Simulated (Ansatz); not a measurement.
Z-matrix (Å, degrees):
```
Si
B 1 2.001
O 1 1.654 2 115.1
H 1 1.500 2 104.3 3 -122.3
H 1 1.486 2 113.0 3 120.6
Si 2 2.005 1 123.0 3 11.3
H 2 1.198 1 118.1 3 -168.5
H 3 0.958 1 117.2 2 -44.5
H 6 1.488 2 115.0 1 147.1
H 6 1.492 2 112.8 1 22.4
H 6 1.495 2 104.9 1 -93.9
```

The species carries charge 0 and has multiplicity 1.

(1) List the CAM-B3LYP/def2-TZVPP orbital energies in eV (Ansatz). (Best estimate.)

## Answers

(1) The calculation gave: Occupied: -1801.14, -1800.76, -522.51, -186.19, -145.66, -145.40, -101.02, -100.99, -100.97, -100.73, -100.72, -100.69, -29.57, -17.92, -17.19, -15.35, -13.81, -12.43, -12.12, -11.40, -11.34, -10.60, -10.20, -9.09. Lowest empty: -1.73, 0.90, 1.78, 1.94, 2.17, 2.62, 2.81, 2.97.
